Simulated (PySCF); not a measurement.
A search over the determinants of SiSb⁺

Unrestricted PBE0; PySCF, scalar-relativistic core potentials, basis sets Si cc-pV(D+d)Z, Sb cc-pVDZ-PP with ECP28. Outer shells of the fragments: Si+ 3s2 3p1; Sb 4d10 5s2 5p3.

Followed along the bond (rough minima from three points):

```tsv
2Ms+1	unpaired	⟨S²⟩ at the start	R at minimum (Å)	Te (eV)
3	π ↑↑	2.01	2.54	0.00
1	π ↑↓	1.00	2.54	0.24
3	σ ↑, π ↑	2.23	2.39	0.49
1	σ ↑, π ↓	1.25	2.39	0.66
1	none	0.00	2.55	0.92
```

Solutions found at the starting distance of 2.580 Å, counted from the lowest of them; the search is not exhaustive and high or unbound solutions are not listed, so other states can lie among these:

```tsv
2Ms+1	unpaired	term	E (eV)	⟨S²⟩	⟨Lz²⟩	μ (D)
3	π ↑↑	³Σ⁻	0.00	2.01	0.00	-3.60
1	π ↑↓	mixed	0.24	1.00	2.01	-3.47
3	σ ↑, π ↑	³Π	0.66	2.23	1.02	-3.64
1	σ ↑, π ↓	mixed	0.85	1.25	1.02	-3.69
1	none	mixed	0.91	0.00	2.00	-3.19
5	σ ↑, π ↑↑↑	⁵Π	1.35	6.00	1.01	-3.08
```

A term symbol is given only where ⟨S²⟩ and ⟨Lz²⟩ are close to those of a pure state; real π, δ and φ orbitals otherwise mix terms. A positive dipole points towards Sb; it is taken about the centre of mass and depends on that origin.

Spin–orbit coupling is left out.
